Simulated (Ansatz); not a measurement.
P2H6Au13⁺, relaxed as a singlet with RKS r2SCAN-D4/def2-SVP in Ansatz, starting from a model built from a lattice or polyhedron. Force threshold 0.03 eV/Å.

In the def2 sets Au takes a core potential; there is no spin–orbit coupling. Single mean-field runs in def2-SVP are fitted with def2-universal-jkfit.

Start:

| atom | x (Å) | y (Å) | z (Å) |
| --- | --- | --- | --- |
| Au1 | -0.005 | -0.014 | -0.006 |
| Au2 | -2.686 | 0.254 | 0.483 |
| Au3 | -1.084 | -1.757 | 1.827 |
| Au4 | 1.090 | 1.740 | -1.832 |
| Au5 | 2.706 | -0.254 | -0.509 |
| Au6 | 0.693 | -1.063 | -2.448 |
| Au7 | -1.631 | -1.975 | -1.008 |
| Au8 | 1.646 | 1.957 | 0.993 |
| Au9 | -0.668 | 1.093 | 2.446 |
| Au10 | 1.597 | -0.691 | 2.142 |
| Au11 | 0.987 | -2.564 | 0.037 |
| Au12 | -1.037 | 2.543 | -0.002 |
| Au13 | -1.581 | 0.702 | -2.133 |
| P14 | -4.957 | 0.498 | 0.926 |
| P15 | 4.955 | -0.480 | -0.937 |
| H16 | -5.343 | 0.763 | 2.252 |
| H17 | -5.652 | 1.502 | 0.229 |
| H18 | -5.786 | -0.641 | 0.627 |
| H19 | 5.343 | -0.759 | -2.221 |
| H20 | 5.777 | 0.639 | -0.622 |
| H21 | 5.634 | -1.493 | -0.244 |

Task: Estimate the energy that the relaxation releases and the steps that it takes.

Result: 2.26 eV, in 33 steps; 6.1 min on 2 threads of AMD EPYC 7R13 on a shared host and a share (18 GiB) of an NVIDIA H100 80GB HBM3. The force fell under the threshold at step 31, but the optimiser went on. No frequencies were taken in this run, so the end may be a saddle point.

Task: Does the start keep its bonding and symmetry?

Result: Bonds lost: Au1–Au2, Au1–Au3, Au1–Au5, Au1–Au7, Au1–Au10, Au1–Au11, Au2–Au12, Au3–Au11 (atoms count from 1). Bonds formed: Au6–Au8, Au6–Au10, Au7–Au9, Au7–Au10, Au9–Au13 (atoms count from 1).

Task: Predict the relaxed structure.

Result: 
Cartesian coordinates in Å:
```
Au 0.048 2.845 -1.206
Au -3.463 -0.318 0.343
Au -1.265 -0.576 2.287
Au 2.226 2.837 -2.737
Au 3.463 -0.550 0.052
Au 1.261 0.423 -2.052
Au -1.054 -0.690 -0.821
Au 2.572 2.026 -0.021
Au -1.219 1.807 1.111
Au 1.061 0.099 1.099
Au 1.238 -2.074 -1.148
Au -2.110 3.999 -0.160
Au -2.506 1.483 -1.470
P -5.448 -0.748 1.451
P 5.399 -1.734 -0.405
H -5.481 -0.734 2.867
H -6.537 0.113 1.169
H -6.051 -2.005 1.199
H 5.545 -2.357 -1.669
H 6.622 -1.022 -0.335
H 5.697 -2.826 0.447
```
Bond lengths (bridged metal pairs left out): 33 × Au–Au 2.66 to 3.20 Å; 2 × Au–P 2.31 Å; 6 × H–P 1.42 Å.
